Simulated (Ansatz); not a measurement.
Cs3Ge3Br9, relaxed as a singlet with RKS PBE-D4/def2-SVP in Ansatz, starting from the GFN1-xTB geometry. Force threshold 0.03 eV/Å.

In the def2 sets Cs takes a core potential; there is no spin–orbit coupling. Single mean-field runs in def2-SVP are fitted with def2-universal-jkfit. Another isomer (singlet) lies 0.14 eV lower at PBE0-D4/def2-TZVP; other spin states weren't run for this one.

Start:

```xyz
15

Cs   -0.004    3.532    1.296
Cs   -1.267   -1.529    0.697
Cs    2.741   -0.627   -2.686
Ge   -2.158    1.246    2.227
Ge   -0.112    1.255   -1.478
Ge    0.839   -2.969   -1.390
Br    0.081    0.856   -3.850
Br    2.047    2.324   -1.144
Br    2.073   -1.769    0.343
Br   -3.266   -0.554    3.366
Br   -0.015   -4.704    0.025
Br   -1.436    3.264   -1.636
Br   -2.383    3.078    3.768
Br    2.741   -4.035   -2.404
Br    0.119    0.632    2.865
```

(1) Estimate the energy that the relaxation releases and the steps that it takes.

(2) Does the start keep its bonding and symmetry?

(3) Predict the relaxed structure.

Answers

(1) 189.1 kJ/mol, in 21 steps; 91 s on 2 threads of AMD EPYC 7R13 on a shared host and a share (18 GiB) of an NVIDIA H100 80GB HBM3. The force fell under the threshold at step 12, but the optimiser went on and released 0.032 eV more. No frequencies were taken in this run, so the end may be a saddle point.

(2) Bonds lost: Cs2–Ge5 (atoms count from 1). Metal–metal contacts that move far: Cs1–Cs2 5.25 to 7.16 Å, Cs2–Cs3 5.32 to 7.14 Å.

(3) 
```csv
atom,x (Å),y (Å),z (Å)
Cs1,0.276,4.432,1.515
Cs2,-0.593,-2.612,2.478
Cs3,3.703,-0.446,-2.793
Ge4,-2.535,1.222,1.769
Ge5,-0.013,0.974,-1.049
Ge6,0.312,-2.869,-1.794
Br7,0.378,0.456,-3.503
Br8,2.234,2.207,-0.697
Br9,1.859,-1.746,-0.034
Br10,-3.343,-0.457,3.455
Br11,-0.188,-4.861,-0.343
Br12,-1.389,3.094,-1.283
Br13,-2.868,3.352,3.011
Br14,2.201,-3.738,-3.165
Br15,-0.034,0.991,2.434
```
Bond lengths (bridged metal pairs left out): 12 × Br–Cs 3.52 to 3.70 Å; 9 × Br–Ge 2.49 to 2.60 Å; 5 × Cs–Ge 4.27 to 4.36 Å.
